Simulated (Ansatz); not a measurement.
A nudged elastic band was laid between two geometries of CH₆N₂Si (10 atoms, charge 0, multiplicity 1).

These are results of Ansatz 0.2.0, RKS PBE-D4/STO-3G, not measurements.

```
movable images  : 7
climbing image  : yes
spring          : 5.0 eV/Å²
optimiser       : quadratic models (default)
start path      : through a guess of the saddle point
force threshold : 0.05 eV/Å
iteration limit : 60
end points      : relaxed
```

Initial state:

```xyz
10
Properties=species:S:1:pos:R:3
C -1.697 0.864 -0.362
N -0.703 0.225 -0.934
Si 0.306 -0.775 0.250
N 2.030 -0.314 0.226
H -2.360 1.506 -0.989
H -1.986 0.847 0.722
H -0.183 -0.622 1.620
H 0.213 -2.157 -0.202
H 2.361 -0.345 -0.783
H 2.101 0.721 0.456
```

Final state:

```xyz
10
Properties=species:S:1:pos:R:3
C -1.799 0.834 -0.411
N -0.784 0.204 -0.954
Si 0.311 -0.634 0.255
N 1.898 0.189 0.092
H -2.517 1.369 -1.076
H -2.054 0.910 0.679
H -0.111 -0.493 1.648
H 0.276 -2.053 -0.118
H 2.291 -0.070 -0.862
H 2.572 -0.306 0.751
```

(1) What changes between the two ends?

(2) What energy profile does the band end with?

(3) What is the geometry of the highest image?

(4) What are the harmonic wavenumbers there?

Answers

(1) No bond is made or broken. The height of N4 over the plane of its neighbours goes from 0.47 to -0.49 Å.

(2) It converged. The highest image is number 6 of 0 to 8, 0.172 eV above the first end and 0.052 eV above the last; the last end lies 0.120 eV above the first. A vibrational analysis at the climbing image gives one clearly imaginary mode, 322i cm⁻¹: a first-order saddle point. Limits of this set-up: minimal basis.

```csv
image,path coordinate (Å),energy (eV),height of N4 over the plane of its neighbours (Å)
0,0.00,0.000,0.47
1,0.18,0.002,0.47
2,0.36,0.013,0.43
3,0.54,0.048,0.34
4,0.72,0.107,0.17
5,0.90,0.154,-0.01
6,1.08,0.172,-0.20
7,1.54,0.132,-0.46
8,1.99,0.120,-0.49
```

(3) 
```xyz
10
Properties=species:S:1:pos:R:3
C -1.815 0.845 -0.366
N -0.817 0.252 -0.976
Si 0.307 -0.665 0.167
N 1.911 -0.047 0.001
H -2.557 1.420 -0.971
H -2.035 0.854 0.734
H -0.096 -0.506 1.565
H 0.192 -2.057 -0.269
H 2.558 -0.427 -0.717
H 2.435 0.279 0.836
```

(4) 322i, 72, 141, 268, 342, 592, 650, 688, 812, 901, 986, 1029, 1037, 1044, 1222, 1559, 1732, 1746, 2535, 2585, 3131, 3291, 3648, 3827 cm⁻¹.

The run took 3.9 min on 1 thread of Arm Neoverse V1, with other jobs on the host, peak memory 0.2 GiB.
